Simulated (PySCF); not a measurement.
SiFCl₂Br, SMILES Cl[Si](F)(Cl)Br. Geometry optimised at ωB97X-D3(BJ)/def2-SVP.

Computed equilibrium geometry at ωB97X-D3(BJ)/def2-SVP (PySCF confirms it by a frequency run) as Cartesian coordinates in Å, and its point group:
point group Cs.
```xyz
5

F     -0.6733    -1.8785     0.0000
Si    -0.4662    -0.2859     0.0000
Cl    -1.3447     0.4697    -1.6610
Cl    -1.3447     0.4697     1.6610
Br     1.6659     0.1411     0.0000
```
Charge 0, spin multiplicity 1.
